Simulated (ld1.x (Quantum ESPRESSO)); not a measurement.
**Debugging a pseudopotential input (Lu (Z = 71), ld1.x (Quantum ESPRESSO) 7.5)**

Command:

```bash
ld1.x < Lu.in > Lu.out
```

Input:

```
&input
   title='Lu', zed=71., rel=1, dft='PBE', iswitch=3, lsd=1,
   config='[Xe] 4f14 5d1 6s1 6p0',
   nld=4, rlderiv=3.50, eminld=-5.0, emaxld=5.0, deld=0.02
 /
 &inputp
   pseudotype=1, tm=.true., lloc=2,
   nlcc=.false.,
   file_pseudopw='Lu.pp', file_wfcaegen='ae.wfc', file_wfcncgen='nc.wfc'
 /
4
6S  1  0   1.00   0.00  2.15  2.15  0.0
5P  2  1   6.00   0.00  2.35  2.35  0.0
4F  4  3  14.00   0.00  0.75  0.75  0.0
5D  3  2   1.00   0.00  3.20  3.20  0.0
 &test
   configts(1)='4f14 5p6 5d1 6s1 6p0'
 /
```

This is an input that runs to its end, with one change: spin polarisation asked for in a generation.

**Question.** How does the run end?

**Answer.** The program runs through. The occupied levels of the test differ from the all-electron ones by at most 0.00036 Ry (unchanged input: 0.00036 Ry).

```
     eps = 2.0E-15  iter = 29

     Etot =  -29126.156336 Ry,  -14563.078168 Ha, -396281.544965 eV
     Etotps =  -463.074443 Ry,    -231.537221 Ha,   -6300.448762 eV

     Ekin =     737.136748 Ry,     368.568374 Ha,   10029.256389 eV
     Encl =    -962.698535 Ry,    -481.349267 Ha,  -13098.180834 eV
     Ehrt =     441.207509 Ry,     220.603755 Ha,    6002.933972 eV
     Ecxc =     -43.371721 Ry,     -21.685861 Ha,    -590.102330 eV
     Epseu=    -635.348444 Ry,    -317.674222 Ha,   -8644.355959 eV

     ---------------------- End of pseudopotential test ----------------------
```
